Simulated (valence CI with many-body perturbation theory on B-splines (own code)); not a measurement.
Ga X: M1 decay

Computed by valence CI with perturbative core correlation (CI+MBPT): four valence electrons over a frozen Dirac-Fock core [Ar], a basis of 7 s, 7 p, 8 d, 6 f, 4 g, 1 h functions for each j, with the one-electron correlation potential Σ1 (screened to all orders), the two-electron term Σ2, the three-electron term Σ3, Breit, model QED; selected single and double excitations, second order for the rest, scaled by the run's own slope (own B-spline code, finite nucleus).

No measured levels were compared; by estimate terms of the open shell hold to 2 to 4 % of their energy, and close levels can change places. Excitations out of the core, of the other parity, are not computed and may begin above about 60.4 eV (a cautious bound); beyond it only levels of the ground parity were kept, without lifetimes.

Lines 1 to 50 of 120 in falling wavelength, among levels below 487440 cm⁻¹, chosen from the decays that carry over 1 % of a level's rate. Wavelengths and rates use the calculated energies, so an error of 2000 cm⁻¹ moves a line at 2050 nm by 41 % and its rate by three times that or more. S is in atomic units (e²a₀⁴ for E2 and M2, e²a₀⁶ for E3), for M1 in squared Bohr magnetons. Weak lines are less certain than strong ones. Lines between different terms over intervals too small for the method are left out, as are lines whose strength nearly cancels. Intervals below about 2000 cm⁻¹, as at the head of this list, are uncertain by tens of per cent.

Letters in brackets count levels of one name in rising energy.

```tsv
λ vac (nm)	Upper	Lower	Type	A (s⁻¹)	S (a.u.)
15060	3d4 5D_1	3d4 5D_0	M1	1.57e-02	5.96e+00
8552	3d4 5D_2	3d4 5D_1	M1	9.02e-02	1.05e+01
7830	3d4 3H_6	3d4 3H_5	M1	4.36e-02	1.01e+01
6575	3d4 5D_3	3d4 5D_2	M1	1.62e-01	1.20e+01
6532	3d4 3H_5	3d4 3H_4	M1	8.84e-02	1.00e+01
5673	3d4 5D_4	3d4 5D_3	M1	1.48e-01	9.00e+00
2588	3d4 3P_1 [a]	3d4 3P_0 [a]	M1	1.01e+00	1.95e+00
2050	3d4 3F_3 [a]	3d4 3H_4	M1	2.64e-01	5.90e-01
1922	3d4 3G_3	3d4 3F_2 [a]	M1	8.78e-01	1.62e+00
1846	3d4 3P_2 [a]	3d4 3P_1 [a]	M1	2.18e+00	2.54e+00
1832	3d4 3G_3	3d4 3F_3 [a]	M1	1.09e+00	1.74e+00
1798	3d4 3G_4	3d4 3F_4 [a]	M1	4.71e-01	9.12e-01
1773	3d4 3F_4 [a]	3d4 3H_4	M1	9.43e-01	1.75e+00
1580	3d4 3G_4	3d4 3F_3 [a]	M1	1.87e-01	2.46e-01
1508	3d4 3G_5	3d4 3F_4 [a]	M1	1.09e+00	1.53e+00
1057	3d4 3G_5	3d4 3H_6	M1	1.24e+00	5.98e-01
1034	3d4 3G_4	3d4 3H_5	M1	1.75e-01	6.46e-02
967.6	3d4 3G_3	3d4 3H_4	M1	6.44e-01	1.51e-01
930.9	3d4 3G_5	3d4 3H_5	M1	1.48e+00	4.87e-01
922.8	3d4 1G_4 [a]	3d4 3G_5	M1	1.16e+00	3.05e-01
892.5	3d4 3G_4	3d4 3H_4	M1	1.99e-01	4.73e-02
840.0	3d4 1G_4 [a]	3d4 3G_4	M1	5.35e-01	1.06e-01
782.8	3d4 1G_4 [a]	3d4 3G_3	M1	2.91e+00	4.66e-01
718.6	3d4 3D_3	3d4 3P_2 [a]	M1	1.12e+00	1.08e-01
692.0	3d4 3D_2	3d4 3P_2 [a]	M1	1.02e+00	6.27e-02
657.0	3d4 1D_2 [a]	3d4 3D_1	M1	2.41e+00	1.27e-01
655.0	3d4 3D_1	3d4 3P_2 [a]	M1	1.15e+00	3.60e-02
623.6	3d4 1D_2 [a]	3d4 3D_2	M1	6.56e-01	2.95e-02
621.0	3d4 3F_4 [b]	3d4 1F_3	M1	2.17e+00	1.73e-01
603.4	3d4 1D_2 [a]	3d4 3D_3	M1	3.18e+00	1.29e-01
602.2	3d4 3F_2 [b]	3d4 1F_3	M1	4.33e+00	1.75e-01
599.8	3d4 3D_3	3d4 3F_3 [a]	M1	2.04e-01	1.14e-02
589.9	3d4 3D_2	3d4 3F_2 [a]	M1	7.53e-01	2.86e-02
572.5	3d4 1G_4 [a]	3d4 3F_4 [a]	M1	1.01e+01	6.30e-01
562.8	3d4 3D_1	3d4 3F_2 [a]	M1	5.20e-01	1.03e-02
548.5	3d4 1G_4 [a]	3d4 3F_3 [a]	M1	1.79e+00	9.86e-02
530.0	3d4 1I_6	3d4 3H_6	M1	3.88e+00	2.78e-01
496.4	3d4 1I_6	3d4 3H_5	M1	3.24e+00	1.91e-01
483.5	3d4 3D_1	3d4 3P_1 [a]	M1	3.77e+00	4.75e-02
463.4	3d4 1G_4 [a]	3d4 3H_5	M1	5.36e+00	1.78e-01
432.7	3d4 1G_4 [a]	3d4 3H_4	M1	3.18e+00	8.59e-02
415.3	3d4 3P_2 [b]	3d4 1D_2 [a]	M1	3.83e+00	5.09e-02
407.4	3d4 3D_1	3d4 3P_0 [a]	M1	2.21e+00	1.66e-02
394.1	3d4 1F_3	3d4 3D_2	M1	1.94e+00	3.07e-02
386.0	3d4 1F_3	3d4 3D_3	M1	4.95e+00	7.39e-02
373.0	3d4 1S_0 [a]	3d4 3P_1 [a]	M1	3.80e+01	7.31e-02
359.9	3d4 1D_2 [a]	3d4 3G_3	M1	1.59e+00	1.38e-02
328.0	3d4 1D_2 [a]	3d4 3P_2 [a]	M1	5.48e+00	3.58e-02
303.1	3d4 1D_2 [a]	3d4 3F_2 [a]	M1	5.20e+00	2.69e-02
300.8	3d4 1D_2 [a]	3d4 3F_3 [a]	M1	1.02e+01	5.13e-02
```
